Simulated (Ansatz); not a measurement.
`[GeH3][NH]C1=C[SiH2]1` → `NC1=C[SiH2]1` + `[GeH2]` at 400 K and 1 bar (germylene loss).

Computed with Ansatz on PBE0-D4/def2-TZVP structures; ΔE is electronic, products minus reactants. CCSD(T)/CBS is the MP2 limit (def2-TZVPP, def2-QZVPP) plus CCSD(T) − MP2 in def2-TZVPP, frozen cores. For Ge outer-core shells are correlated without core-valence functions, which leaves a few kJ/mol of doubt a bond. Scalar relativity is left out up to krypton. Each species was taken in one conformer, which may not be the lowest.

```csv
species,CCSD(T)/CBS energy (Eh),H − E (kJ/mol),S (J/(mol·K))
`[GeH3][NH]C1=C[SiH2]1`,-2500.13796,240.4,404.9
`NC1=C[SiH2]1`,-422.82137,194.8,322.5
`[GeH2]`,-2077.24753,42.4,231.0
```

H − E and S are ideal-gas, rigid-rotor, harmonic terms from PBE0-D4/def2-TZVP, for one conformer and one mirror image of each species. 1 Eh = 2625.50 kJ/mol, R = 8.31446 J/(mol·K).

Question: By hand: ΔE, ΔH, ΔS and ΔG.

Answer: ΔE = (-422.82137) + (-2077.24753) − (-2500.13796) = 0.06906 Eh = 181.3 kJ/mol. Δ(H − E) = 194.8 + 42.4 − 240.4 = -3.2, so ΔH = 178.1 kJ/mol. ΔS = 322.5 + 231.0 − 404.9 = 148.6 J/(mol·K). ΔG = 178.1 − 400 × (148.6)/1000 = 118.7 kJ/mol.

Question: By hand: the equilibrium constant, and the temperature at which ΔG would vanish if ΔH and ΔS stayed fixed.

Answer: log₁₀ K = −ΔG/(RT ln 10) = -15.5. ΔG = 0 at ΔH/ΔS = 1199 K.

The number of gas molecules changes by +1, which sets the sign of ΔS. A doubt of 5 kJ/mol in ΔE shifts log₁₀ K by 0.7 here. Other conformers and mirror images would add mixing entropy, several J/(mol·K) or more a flexible species. These are equilibria of isolated gas molecules and say nothing of rates. Largest T1 diagnostic: 0.013 (customary marks: 0.02 for closed shells, 0.045 for open ones).
